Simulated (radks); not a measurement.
Values are calculated unless marked as measured or tabulated.
These are the eigenvalues of the occupied orbitals of an atom or ion with whole-number occupations (eV). Level of theory: non-relativistic Kohn-Sham, PBE, spin-polarised, spherical densities, point nucleus (a radial shooting solver on a logarithmic mesh with Libxc functionals).

1s up: -5378.367
1s down: -5378.367
2s up: -649.5129
2s down: -649.0096
2p up: -556.1875
2p down: -555.8019
3s up: -119.8212
3s down: -118.5106
3p up: -93.9271
3p down: -92.6397
3d up: -53.1052
7p up: -6.2113

Which element is it, and in what charge state? The configuration may be excited. Open shells, if any, are filled with parallel spins first.

Answer. Z = 23, vanadium, charge +3: V3+ in [Ar] 3d1 7p1. The list shows which subshells hold electrons but not how many an open one holds; the 1s level, -197.65 hartree, gives Z - s = 19.9 by -(Z - s)^2/2, which with screening narrows Z to a few neighbours, and the depths of the outer levels then fix element, charge and occupations together.
